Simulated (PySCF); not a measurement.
Some computed properties have been withheld. Give your best values.

Compound: CH₁₂N₂Si₄.
SMILES with atom numbers: `[SiH3:1][N:2]([SiH3:3])[Si@H:4]1[NH:5][CH2:6][SiH2:7]1` (hydrogens: H8, H9, H10 on Si1; H11, H12, H13 on Si3; H14 on Si4; H15 on N5; H16, H17 on C6; H18, H19 on Si7)

Conformer (atom-mapped SMILES and torsion angles): `[SiH3:1][N:2]([SiH3:3])[Si@H:4]1[NH:5][CH2:6][SiH2:7]1`: Si1–N2–Si4–N5 152°.

```csv
property,level,value
point group of the GFN2-xTB geometry,GFN2-xTB,?
"rotational constants A, B, C of the GFN2-xTB geometry",GFN2-xTB,"2.020, 0.771, 0.673 GHz"
dipole moment,PBE0/pcSseg-1,?
HOMO energy,PBE0/pcSseg-1,?
LUMO energy,PBE0/pcSseg-1,?
13C chemical shifts (computed TMS as zero) by class,GIAO PBE0/pcSseg-1,?
1H chemical shifts (computed TMS as zero) by class,GIAO PBE0/pcSseg-1,?
"isotropic shieldings of nuclei other than C and H, by class",GIAO PBE0/pcSseg-1,?
```

Gas-phase values; electronic properties from PySCF, density fitting. The structure is a single GFN2-xTB conformer in the gas phase; no vibrational or solvent corrections. NMR classes are plain means over equivalent atoms (diastereotopic ones count apart unless rotation or inversion swaps them), as if these changed places fast; in this geometry the members of some classes differ.

Task: The 13C chemical shifts (computed TMS as zero) by class?

Result: 32.2 (C6) ppm.

Task: The point group of the GFN2-xTB geometry?

Result: C1.

Task: The isotropic shieldings of nuclei other than C and H, by class?

Result: 210 (N5), 252 (N2), 356 (Si4), 401 (Si7), 404 (Si1/Si3) ppm.

Task: The HOMO energy?

Result: -6.80 eV.

Task: What are the 1H chemical shifts (computed TMS as zero) by class?

Result: 6.01 (H14), 4.74 (H8/H9/H10/H11/H12/H13), 4.61 (H19), 4.39 (H18), 3.28 (H16), 3.27 (H17), 1.21 (H15) ppm.

Task: The LUMO energy?

Result: -0.18 eV.

Task: Give the dipole moment.

Result: 0.71 D.

The rotational constants make it an asymmetric top with κ = (2B − A − C)/(A − C) = -0.85, nearer the prolate limit (−1). In atomic units the dipole is 0.28 e·bohr (1 au = 2.5417 D). With B = h/(8π²I), that is 505.379 GHz u Å² over I, the principal moments of inertia are 250.2, 655.6 and 751.3 u Å² (most abundant isotopes).
